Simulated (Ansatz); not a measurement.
HMoO₃, SMILES [O]=[Mo](=[O])[OH] (connectivity only; charge and spin as stated), neutral, multiplicity 2. Atoms are numbered in the order given.

```xyz
5

Mo     0.0000     0.0000     0.0681
O      0.0000     1.4151     1.0004
O      0.0000    -1.4151     1.0004
O      0.0000     0.0000    -1.7927
H      0.0000     0.0000    -2.7543
```
Charge 0, spin multiplicity 2.

Geometry optimised at B3LYP-D3(BJ)/def2-SVP. The multiplicity is an assumed one; other spin states were not compared. The isomer is the one that the SMILES or the coordinates give; other isomers of the formula were not compared. The def2 effective core potentials stand for the cores of Mo; spin–orbit coupling is left out. One conformer was computed; it need not be the lowest.

Two levels are set side by side: PBE-D3(BJ)/def2-SVP (Ansatz, a first-principles code) and B3LYP-D3(BJ)/def2-SVP (Ansatz). Each level has its own optimised geometry; the coordinates shown are those of the second. Differences are taken from unrounded values.

| quantity | B3LYP-D3(BJ) |
|---|---|
| mean bond length (Å) | 1.553 |
| bond Mo1–O2 (Å) | 1.695 |
| bond Mo1–O3 (Å) | 1.695 |
| bond Mo1–O4 (Å) | 1.861 |
| bond O4–H5 (Å) | 0.962 |

### Question
What does PBE-D3(BJ) give, and how far is it from B3LYP-D3(BJ)? (An estimate is asked for; the answer gives what the named calculation found.)

### Answer

```json
[
 {"quantity": "mean bond length (Å)", "PBE-D3(BJ)": "1.561", "PBE-D3(BJ) minus B3LYP-D3(BJ)": "0.008"},
 {"quantity": "bond Mo1–O2 (Å)", "PBE-D3(BJ)": "1.704", "PBE-D3(BJ) minus B3LYP-D3(BJ)": "0.010"},
 {"quantity": "bond Mo1–O3 (Å)", "PBE-D3(BJ)": "1.704", "PBE-D3(BJ) minus B3LYP-D3(BJ)": "0.010"},
 {"quantity": "bond Mo1–O4 (Å)", "PBE-D3(BJ)": "1.865", "PBE-D3(BJ) minus B3LYP-D3(BJ)": "0.004"},
 {"quantity": "bond O4–H5 (Å)", "PBE-D3(BJ)": "0.969", "PBE-D3(BJ) minus B3LYP-D3(BJ)": "0.008"}
]
```

GGA bonds tend to be longer and softer than those of functionals with exact exchange. Differences between two approximate levels are no errors against the true value.
